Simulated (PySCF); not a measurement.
Gas-phase reaction: TiBr4 + 2 H2 + 2 Cl2 = TiCl4 + 4 HBr

Energies from PySCF, thermal terms from the rigid-rotor harmonic-oscillator model, ideal gas at 1 bar. † marks an energy on the PBE0/def2-TZVP geometry and frequencies; other levels use their own. 6-31G* has spherical d functions here. All species are closed-shell singlets. Br: all electrons, no relativistic terms. The harmonic model lacks anharmonicity and excited electronic states, which grow with temperature; levels with a mode under 35 cm⁻¹ are left out. Soft modes under 120 cm⁻¹ make the harmonic entropy rough for TiBr4, TiCl4.

```json
[
 {"level": "BLYP/def2-TZVP†", "ΔE electronic, kJ": "-349", "ΔH°(298 K), kJ": "-344", "ΔS°(298 K), J/K": "42", "ΔG°(1400 K), kJ": "-389"},
 {"level": "HF/6-31G*", "ΔE electronic, kJ": "-425", "ΔH°(298 K), kJ": "-419", "ΔS°(298 K), J/K": "43", "ΔG°(1400 K), kJ": "-466"},
 {"level": "PBE0/def2-QZVP†", "ΔE electronic, kJ": "-374", "ΔH°(298 K), kJ": "-369", "ΔS°(298 K), J/K": "42", "ΔG°(1400 K), kJ": "-414"},
 {"level": "PBE0/def2-SVP†", "ΔE electronic, kJ": "-439", "ΔH°(298 K), kJ": "-434", "ΔS°(298 K), J/K": "42", "ΔG°(1400 K), kJ": "-479"},
 {"level": "LDA/def2-TZVP†", "ΔE electronic, kJ": "-361", "ΔH°(298 K), kJ": "-356", "ΔS°(298 K), J/K": "42", "ΔG°(1400 K), kJ": "-401"}
]
```
ΔH° is lowest at PBE0/def2-SVP† and highest at BLYP/def2-TZVP†. No reference value is set beside these.
